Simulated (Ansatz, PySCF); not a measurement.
Species: sum formula BOCl, charge 0, multiplicity 1. 
Structure (B3LYP-D3(BJ)/def2-TZVP (Ansatz, a quantum-chemistry and plane-wave program) minimum search):
SMILES: O=BCl
```xyz
3

B      0.0000     0.0000    -0.6343
O      0.0000     0.0000    -1.8390
Cl     0.0000     0.0000     1.0520
```

Quantity: atomisation energy (electronic, to ground-state atoms), in kJ/mol. Cores are frozen in the correlated levels unless marked. Open shells are spin-unrestricted. No spin-orbit coupling. No relativistic terms. The coupled-cluster limit lacks core correlation, which all-electron functionals hold. CBS marks a two-point X^-3 extrapolation of the correlation energy; Hartree-Fock from the larger set.

| level | program | atomisation energy (kJ/mol) |
|---|---|---|
| PBE-D3(BJ)/def2-TZVPD | Ansatz + dftd3 | 1386.3 |
| revPBE-D3(BJ)/def2-TZVPD | Ansatz + dftd3 | … |
| TPSS-D3(BJ)/def2-TZVPD | PySCF + dftd3 | 1313.7 |
| B97M-V/def2-TZVPD | Ansatz | … |
| TPSSh-D3(BJ)/def2-TZVPD | PySCF + dftd3 | 1296.6 |
| TPSSh-D4/def2-TZVPD | PySCF + dftd4 | 1297.1 |
| wB97M-V/def2-TZVPD | Ansatz | 1332.6 |
| SCS-MP2/cc-pV(Q+d)Z | Ansatz | 1350.5 |
| CCSD/aug-cc-pV(T+d)Z | Ansatz | 1242.8 |
| CCSD/cc-pV(Q+d)Z | Ansatz | 1263.6 |
| CCSD(T)/CBS(aug-cc-pV(T+d)Z,aug-cc-pV(Q+d)Z) | Ansatz | … |

### Question
Fill in the missing entries.

### Answer

- revPBE-D3(BJ)/def2-TZVPD, atomisation energy (kJ/mol): 1333.5
- B97M-V/def2-TZVPD, atomisation energy (kJ/mol): 1342.7
- CCSD(T)/CBS(aug-cc-pV(T+d)Z,aug-cc-pV(Q+d)Z), atomisation energy (kJ/mol): 1320.3
